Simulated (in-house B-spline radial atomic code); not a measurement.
RPA and G0W0 for As⁴⁺, [Ar] 3d10 4s1, highest spin, as one setting changes: the share of exact exchange in the PBE hybrid start. A dash marks a level of low quasi-particle weight. Computed with an all-electron radial atomic-structure program (B-spline basis): all electrons, scalar-relativistic (spin-free one-electron X2C), finite nucleus, each spin shell either full or empty, empty states to l = 9 with an (l + 1/2)⁻⁴ tail; G0W0 by contour deformation at full frequency.

RPA overbinds a lone outer s electron by self-correlation, and G0W0 tends to as well.

```csv
share of exact exchange in the PBE hybrid start,mean-field level (eV),G0W0 level (eV),RPA correlation (Eh)
0,-57.75,4s up -63.84,-2.2155
0.1,-58.22,4s up -63.77,-2.1941
0.2,-58.69,4s up -63.71,-2.1734
0.3,-59.16,4s up -63.64,-2.1534
0.4,-59.62,4s up -63.58,-2.1339
0.5,?,?,?
0.6,-60.55,4s up -63.46,-2.0966
0.7,?,?,?
0.8,-61.48,4s up -63.35,-2.0613
0.9,-61.94,4s up -63.29,-2.0443
1,-62.40,4s up -63.24,-2.0278
```

Question: What belongs in the row for 0.5?

Answer: mean-field level (eV): -60.09; G0W0 level (eV): 4s up -63.52; RPA correlation (Eh): -2.115.

Question: What belongs in the row for 0.7?

Answer: mean-field level (eV): -61.02; G0W0 level (eV): 4s up -63.40; RPA correlation (Eh): -2.0788.
